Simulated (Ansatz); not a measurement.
Al₃Ga₂⁺, relaxed as a singlet with RKS r2SCAN-D4/def2-SVP in Ansatz, starting from the GFN1-xTB geometry. Force threshold 0.02 eV/Å.

The structure comes from a short search, and lower isomers may exist.

Start:

```xyz
5

Al   -2.048   -0.151   -1.147
Al   -1.660   -0.865    1.329
Al    2.943    0.434    1.210
Ga    0.598   -0.045    0.566
Ga    0.167    0.627   -1.958
```

| step | energy (eV) | largest force component (eV/Å) | SCF passes |
| --- | --- | --- | --- |
| 1 | -124516.0664 | 0.504 | 65 |
| 2 | -124516.1961 | 0.288 | 45 |
| 3 | -124516.3125 | 0.412 | 39 |
| 4 | -124516.4508 | 0.529 | 33 |
| 5 | -124516.6165 | 0.691 | 30 |
| 6 | -124516.8285 | 0.457 | 29 |
| 7 | -124516.9543 | 0.331 | 29 |
| 8 | -124517.0020 | 0.177 | 24 |
| 9 | -124517.0150 | 0.080 | 25 |
| 10 | -124517.0177 | 0.106 | 23 |
| 11 | -124517.0215 | 0.070 | 23 |
| 12 | -124517.0231 | 0.030 | 25 |
| 13 | -124517.0233 | 0.017 | 25 |

Force components are those of the run's own axes.

End:

| atom | x (Å) | y (Å) | z (Å) |
| --- | --- | --- | --- |
| Al1 | -1.385 | -0.008 | -0.932 |
| Al2 | -1.980 | -1.018 | 1.333 |
| Al3 | 2.324 | 0.533 | 0.185 |
| Ga4 | 0.336 | -0.354 | 1.204 |
| Ga5 | 0.706 | 0.847 | -1.789 |

Bonds lost: Ga4–Ga5 (atoms count from 1). Bonds formed: Al1–Ga4, Al3–Ga5 (atoms count from 1). The end is the same structure that another start reached, the lowest one found.

No frequencies were taken in this run, so the end may be a saddle point.

Run time 38 s (4 threads of Arm Neoverse V2 on a shared host).
